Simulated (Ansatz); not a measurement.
H$_{3}$NOSSiZn (`O[SiH]1[NH][Zn][S]1`) at its PBE0-D4/def2-TZVP geometry, where that method's forces vanish. The species carries charge 0 and has multiplicity 1.

```xyz
8

O     1.6761    0.5637   -0.3150
Si    0.1453    0.4534    0.2690
N    -1.0306   -0.2249   -0.7901
Zn   -1.4429   -1.5720    0.4204
S     0.0032   -0.9402    1.9493
H     2.0974   -0.2608   -0.5657
H    -0.1324    1.8372    0.7131
H    -1.3161    0.1435   -1.6810
```

(1) What forces (eV/Å) does B3LYP-D4/def2-TZVPP give on these atoms in the Gaussian-basis code of Ansatz? (Estimate.)

## Answers

(1) The calculation gave: 
```
O1   0.103 -0.020 -0.040
Si2 -0.025  0.336  0.013
N3   0.003  0.129 -0.146
Zn4 -0.270 -0.308 -0.031
S5   0.128 -0.032  0.272
H6   0.063 -0.001 -0.028
H7   0.012 -0.093 -0.030
H8  -0.015 -0.013 -0.011
```

B3LYP here is the variant with VWN-RPA as its local correlation; programs differ in this.
